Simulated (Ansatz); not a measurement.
Cost and result for the atomization energy of CH3F2In, SMILES `[CH3][In]([F])[F]` (7 atoms, 6 bonds).

Charge 0, multiplicity 1. Correlated methods include outer-core shells of In, which these sets cover unevenly. In: def2 effective core potential. The structure was optimised at the PBE0-D4/def2-TZVP level. Program: Ansatz. All runs use 4 threads of an Arm Neoverse V1 on a shared host. Times are those of one run each, without the atoms' runs, and a repeat can differ threefold. Electronic energies, without spin–orbit coupling; frozen cores. CCSD(T)/CBS adds CCSD(T) − MP2 in def2-TZVPP to the MP2 limit, and its time is that of the two runs behind it. T1 = 0.016. With those shells the extrapolation isn't a true limit. HSE06 is the plane-wave form, built on full-range PBE exchange.

CCSD(T)/CBS is a level of theory with its own doubt, some kJ/mol a heavy atom from the limit and from the frozen cores, so smaller differences don't rank the functionals.

```json
{"level": "revPBE-D4/def2-TZVPP", "functions": "185", "wall time": "1.1 s"}
{"level": "BLYP-D4/def2-TZVPP", "functions": "185", "wall time": "1.1 s"}
{"level": "PBE0-D4/def2-TZVPP", "functions": "185", "wall time": "1.6 s"}
{"level": "HSE06-D4/def2-TZVPP", "functions": "185", "wall time": "1.8 s"}
{"level": "BHLYP-D4/def2-TZVPP", "functions": "185", "wall time": "2.1 s"}
{"level": "CCSD(T)/def2-SVP", "functions": "83", "wall time": "2.6 s"}
{"level": "B2PLYP/def2-TZVPP", "functions": "185", "wall time": "2.8 s"}
{"level": "PBE-QIDH/def2-TZVPP", "functions": "185", "wall time": "3 s"}
{"level": "B97M-V/def2-TZVPP", "functions": "185", "wall time": "4.5 s"}
{"level": "ωB97M-V/def2-TZVPP (with forces)", "functions": "185", "wall time": "6.5 s"}
{"level": "MP2/def2-QZVPP", "functions": "343", "wall time": "8 s"}
{"level": "CCSD(T)/def2-TZVPP", "functions": "185", "wall time": "54 s"}
{"level": "CCSD(T)/CBS(def2)", "functions": "–", "wall time": "62 s"}
```

(1) What atomization energy does each give, and how far from CCSD(T)/CBS? (Estimate.)

Answers

(1) Computed: 
```
                           level  atomization (kJ/mol)  difference from CCSD(T)/CBS  per bond
            revPBE-D4/def2-TZVPP                2327.3                        -50.9      -8.5
              BLYP-D4/def2-TZVPP                2346.3                        -31.9      -5.3
              PBE0-D4/def2-TZVPP                2334.3                        -43.9      -7.3
             HSE06-D4/def2-TZVPP                2335.3                        -42.9      -7.2
             BHLYP-D4/def2-TZVPP                2244.9                       -133.3     -22.2
                CCSD(T)/def2-SVP                2212.7                       -165.5     -27.6
               B2PLYP/def2-TZVPP                2326.8                        -51.4      -8.6
             PBE-QIDH/def2-TZVPP                2329.8                        -48.4      -8.1
               B97M-V/def2-TZVPP                2357.4                        -20.8      -3.5
ωB97M-V/def2-TZVPP (with forces)                2358.0                        -20.2      -3.4
                  MP2/def2-QZVPP                2409.2                         31.0       5.2
              CCSD(T)/def2-TZVPP                2304.2                        -74.0     -12.3
               CCSD(T)/CBS(def2)                2378.2                          0.0       0.0
```

From PBE to PBE0 (25 % exact exchange), in def2-TZVPP and without D4, the atomization energy moves by −64.1 kJ/mol: exact exchange takes away binding that semilocal exchange gives to molecules. Leaving LDA and LC-ωPBE aside and taking each functional with its dispersion term where it has one, the values, not all of them listed here, spread over 155.1 kJ/mol, from BHLYP-D4 to PBE-D4. LDA lies +322.7 kJ/mol from PBE without D4, its usual overbinding. At CCSD(T), def2-SVP lies −165.5 kJ/mol from the extrapolated value and def2-TZVPP −74.0 kJ/mol: correlation converges slowly with the basis, and small sets miss more of it in the bonded molecule than in its fragments.

Spin–orbit coupling would lower the free In atoms strongly, and the atomization energy with them, by more than many differences here.
